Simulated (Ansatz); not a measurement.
`F[SiH]1CC[Se]1` at its PBE0-D4/def2-TZVP geometry, where that method's forces vanish. Charge 0, multiplicity 1.

```
atom   x (Å)   y (Å)   z (Å)
  F1   1.437  -2.142   0.103
 Si2   0.095  -1.308   0.351
  C3   0.361   0.534   0.508
  C4  -0.435   0.948  -0.746
 Se5  -1.094  -0.789  -1.490
  H6  -0.606  -2.041   1.432
  H7   1.413   0.818   0.441
  H8  -0.044   0.972   1.423
  H9   0.173   1.439  -1.503
 H10  -1.300   1.568  -0.520
```

Question: For each bond, give half the difference of the two atoms' forces along it (eV/Å; positive pushes the atoms apart) under PBE-D4, r2SCAN-D4, B3LYP-D4, ωB97M-V in def2-TZVPP. (An estimate is asked.)

Answer: Computed: 
```tsv
bond	length (Å)	PBE-D4	r2SCAN-D4	B3LYP-D4	ωB97M-V
F1–Si2	1.599	0.52	0.04	0.14	0.16
Si2–C3	1.868	-0.04	-0.01	0.10	0.00
Si2–Se5	2.253	0.15	0.08	0.24	-0.05
Si2–H6	1.482	0.00	-0.03	-0.20	-0.17
C3–C4	1.542	0.00	0.13	0.21	0.23
C3–H7	1.092	0.10	-0.03	-0.10	-0.09
C3–H8	1.092	0.09	-0.04	-0.10	-0.09
C4–Se5	2.001	0.26	0.23	0.36	-0.03
C4–H9	1.088	0.09	-0.07	-0.16	-0.10
C4–H10	1.088	0.10	-0.07	-0.16	-0.11
```

B3LYP here is the variant with VWN-RPA as its local correlation; programs differ in this.
